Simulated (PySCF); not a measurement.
H3N, SMILES [NH3+], charge +1, multiplicity 2. Atoms are numbered in the order given.

```xyz
4

N      0.0000     0.0000     0.0000
H      1.0241     0.0000     0.0000
H     -0.5121     0.8869     0.0000
H     -0.5121    -0.8869     0.0000
```
Charge +1, spin multiplicity 2.

Geometry optimised at PBE0-D3(BJ)/def2-TZVPD.

These are PBE/pcH-1 run with PySCF values and carry that method's errors.

Unrestricted Kohn–Sham, ⟨S²⟩ = 0.753. Hyperfine tensors hold the contact and dipolar terms, without spin-orbit corrections.

Computed hyperfine couplings:
```
nucleus    A(iso) (MHz)  A(iso) (G)  dipolar principal values (MHz)
---------  ------------  ----------  ------------------------------
14N no. 1          36.7        13.1             -50.0, -50.0, 100.0
1H no. 2          -72.8       -26.0              -55.3, -13.5, 68.8
1H no. 3          -72.8       -26.0              -55.3, -13.5, 68.8
1H no. 4          -72.8       -26.0              -55.3, -13.5, 68.8
```

**Question.** And the g tensor (effective nuclear charges for spin-orbit coupling, GIAO)? (Estimate from the structure and the level; the computed values follow.)

**Answer.** principal values 2.0022, 2.0041, 2.0041; isotropic 2.0035.
